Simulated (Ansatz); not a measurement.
Cost and result for the atomization energy of CH5AlBGa (9 atoms, 10 bonds).

```xyz
9

B     0.858   -0.165   -0.319
Ga    1.442   -1.235    1.867
C    -0.332    0.492   -0.950
Al   -0.951   -0.063    0.968
H     1.702    0.447    0.326
H     1.084   -1.367   -0.397
H    -0.943   -0.032   -1.684
H    -0.395    1.576   -1.043
H    -2.464    0.347    1.231
```

The species carries charge 0 and has multiplicity 1. Correlated methods include outer-core shells of Ga, which these sets cover unevenly. Scalar relativity is left out up to krypton. The bonds changed during the relaxation, so this is another structure than the one it started from. All single points use the PBE0-D4/def2-TZVP geometry. Program: Ansatz. All runs use 2 threads of an Arm Neoverse N1 on a shared host. Times are those of one run each, without the atoms' runs, and a repeat can differ threefold. Electronic energies, without spin–orbit coupling; frozen cores. CCSD(T)/CBS adds CCSD(T) − MP2 in def2-TZVPP to the MP2 limit, and its time is that of the two runs behind it. T1 = 0.016. With those shells the extrapolation isn't a true limit. B3LYP takes the VWN-RPA correlation (the form of Gaussian; ORCA's B3LYP/G). HSE06 is the plane-wave form, built on full-range PBE exchange.

CCSD(T)/CBS is a level of theory with its own doubt, some kJ/mol a heavy atom from the limit and from the frozen cores, so smaller differences don't rank the functionals.

```tsv
level	functions	wall time	atomization (kcal/mol)	difference from CCSD(T)/CBS	per bond
BLYP-D4/def2-TZVPP	222	6 s	657.2	-3.2	-0.3
PBE-D4/def2-TZVPP (with forces)	222	7.5 s	674.3	13.9	1.4
BHLYP-D4/def2-TZVPP	222	11 s	647.4	-13.0	-1.3
HSE06-D4/def2-TZVPP	222	11 s	666.7	6.3	0.6
CCSD(T)/def2-SVP	103	14 s	626.8	-33.6	-3.4
B3LYP-D4/def2-TZVPP (with forces)	222	14 s	661.2	0.8	0.1
r2SCAN-D4/def2-TZVPP (with forces)	222	16 s	670.0	9.6	1.0
r2SCANh-D4/def2-TZVPP	222	17 s	666.7	6.3	0.6
B2PLYP/def2-TZVPP	222	17 s	652.0	-8.4	-0.8
PBE-QIDH/def2-TZVPP	222	18 s	660.4	0.0	0.0
MP2/def2-QZVPP	423	73 s	659.1	-1.3	-0.1
CCSD(T)/def2-TZVPP	222	4 min	645.6	-14.8	-1.5
CCSD(T)/CBS(def2)	–	5.2 min	660.4	0.0	0.0
```

In def2-TZVPP, CCSD(T) changes the Hartree–Fock value by +154.0 kcal/mol (the triples alone add +10.7 kcal/mol) and MP2 by +158.8 kcal/mol; breaking electron pairs costs correlation energy, which Hartree–Fock lacks. The D4 term adds +8.3 kcal/mol with B3LYP and +4.3 kcal/mol with PBE0; it sums over pairs of atoms, weighted by their polarisabilities, and B3LYP, whose exchange is more repulsive, gets the larger term. From r2SCAN to r2SCAN0 (25 % exact exchange), in def2-TZVPP and without D4, the atomization energy moves by −8.2 kcal/mol: exact exchange takes away binding that semilocal exchange gives to molecules.
